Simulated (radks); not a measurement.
Q: These are the eigenvalues of the occupied orbitals of an atom or ion with whole-number occupations (hartree). All-electron calculation, scalar-relativistic Kohn-Sham, PBEsol, spin-polarised, spherical densities, finite nucleus; Fermi nuclear charge, rms radius of each element as measured or else 0.836 A^(1/3) + 0.57 fm. Program: a radial shooting solver on a logarithmic mesh with Libxc functionals.

orbital  eigenvalue
1s up     -2092.036
1s down   -2091.973
2s up     -393.9705
2s down   -393.9343
2p up     -355.2943
2p down   -355.2397
3s up     -126.7304
3s down   -126.6689
3p up     -114.8776
3p down   -114.8082
3d up     -100.2031
3d down   -100.1386
4s up     -59.26588
4s down   -58.90816
4p up     -54.81004

Which element is it, and in what charge state? The configuration may be excited. Open shells, if any, are filled with parallel spins first.

A: Z = 67, holmium, charge +35: Ho35+ in [Ar] 3d10 4s2 4p2. The list shows which subshells hold electrons but not how many an open one holds; the 1s level, -2092 hartree, gives Z - s = 64.7 by -(Z - s)^2/2, which with screening and relativity narrows Z to a few neighbours, and the depths of the outer levels then fix element, charge and occupations together.
